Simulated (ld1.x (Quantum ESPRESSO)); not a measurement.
oxygen (O): one change to a PAW potential, before and after

* Element: O (Z = 8)
* Generator: ld1.x (Quantum ESPRESSO) 7.5
* Type: PAW
* Functional: LDA (PZ)
* Relativity: scalar-relativistic
* Frozen core: [He]
* Valence charge: 6
* Reference configuration: 2s2 2p3 (charge +1)
* Partial waves: 2s (bound): rcut 0.60, rcutus 0.75 bohr; 2s channel at -2.55 Ry: rcut 0.60, rcutus 0.75 bohr; 2p (bound): rcut 0.80, rcutus 1.00 bohr; 2p channel at -1.4 Ry: rcut 0.80, rcutus 1.00 bohr
* Local potential: all-electron potential smoothed inside 1.00 bohr (lloc = -2)
* Core correction: a·sin(br)/r model core, default radius (ld1.x builds one for every PAW set, though the input has nlcc=.false.)
* Augmentation charge: PSQ, radius 0.50 bohr

Change: wave 2s channel at -2.55 Ry: rcut 0.60, rcutus 0.75 bohr becomes 2s channel at -2.75 Ry: rcut 0.60, rcutus 0.75 bohr.

Cutoffs: the cutoffs (Ry, on a coarse ladder) from which the occupation-weighted sum of valence levels, in a spherical-Bessel basis at the reference potential, stays within 10 and 1 mRy of its value at 400 Ry; they do not see the model core or the augmentation charge, which bear on the density cutoff. Errors are all-electron minus pseudo energies relative to the spin-unpolarised reference configuration.

**Question.** What does the change do?

**Answer.** The potential gets neither clearly harder nor softer (70 Ry and 120 Ry → 70 Ry and 120 Ry); of the 9 tests that both files solve, the error grows in 3 and shrinks in 2 by more than 15 % and 0.3 meV (median size 0.7 → 0.9 meV); neither file shows a bound ghost.

```tsv
quantity	base	changed
cutoff, loose	70 Ry	70 Ry
cutoff, tight	120 Ry	120 Ry
bound ghosts	none	none
error for 2s2 2p4, meV [ΔE -16.58 eV]	+1.5	+2.0
error for 2s2 2p2, meV [ΔE 33.71 eV]	-0.5	-0.1
error for 2s2 2p1, meV [ΔE 87.67 eV]	+2.6	+4.3
error for 2s1 2p5, meV [ΔE -2.00 eV]	+0.7	+0.9
error for 2s1 2p4, meV [ΔE 14.84 eV]	-0.7	-0.7
error for 2s2 2p0, meV [ΔE 164.63 eV]	+24	+26
error for 2s2 2p3.5, meV [ΔE -10.22 eV]	+0.7	+0.9
error for 2s2 2p3 (spin-polarised), meV [ΔE -4.01 eV]	-1.4	+0.6
error for 2s2 2p4 (spin-polarised), meV [ΔE -17.99 eV]	+0.6	+1.7
s: phases at 1.09 bohr within 0.05 rad from the reference energy up to (Ry; the scan ends near 5)	to the end of the scan	to the end of the scan
p: phases at 1.09 bohr within 0.05 rad from the reference energy up to (Ry; the scan ends near 5)	to the end of the scan	to the end of the scan
lowest overlap eigenvalue by channel	s 0.71, p 0.96	s 0.71, p 0.96
```
